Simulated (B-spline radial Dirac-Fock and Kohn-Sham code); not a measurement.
# Elastic scattering of 7.06 keV positrons by neutral cadmium

Model: relativistic (Dirac) partial waves in the static field of the Dirac-Fock atom, without polarisation or absorption potentials. Program: a radial finite-basis atomic code.

Input of the calculation (task.json; shells as n, l, electrons):

```json
{"items": [{
  "Z": 48,
  "q": 0,
  "cfg": [[1, 0, 2], [2, 0, 2], [2, 1, 6], [3, 0, 2], [3, 1, 6], [3, 2, 10], [4, 0, 2], [4, 1, 6], [4, 2, 10], [5, 0, 2]],
  "A": 114,
  "rrms": 4.6087,
  "do": "elastic",
  "energies": [[7060.0, 1]],
  "theta": [0, 1, 2, 3, 5, 7, 10, 15, 20, 25, 30, 40, 50, 60, 70, 80, 90, 100, 110, 120, 130, 140, 150, 160, 170, 180]
}]}
```

Run with: `python xray2_run.py task.json out`

```
θ (°)  dσ/dΩ (a₀²/sr)
    0             193
    1             162
    2             105
    3            63.3
    5            24.2
    7            10.4
   10            3.59
   15            1.03
   20           0.420
   25           0.203
   30           0.112
   40          0.0447
   50          0.0223
   60          0.0126
   70         0.00785
   80         0.00525
   90         0.00373
  100         0.00279
  110         0.00218
  120         0.00178
  130         0.00150
  140         0.00131
  150         0.00119
  160         0.00110
  170         0.00106
  180         0.00104
```

**Question.** What integrated cross sections go with this distribution?

**Answer.** The total elastic cross section is 2.73 a₀², the first transport cross section 0.0792 a₀² and the second, weighted with (3/2) sin²θ, 0.173 a₀². The mean deflection is ⟨1 − cos θ⟩ = 0.0290, and 0.45 % of the collisions scatter beyond 90°.

Phase shifts modulo π (rad) for κ = −1 to −5: -0.583, 0.388, 1.000, 1.417, -1.424.
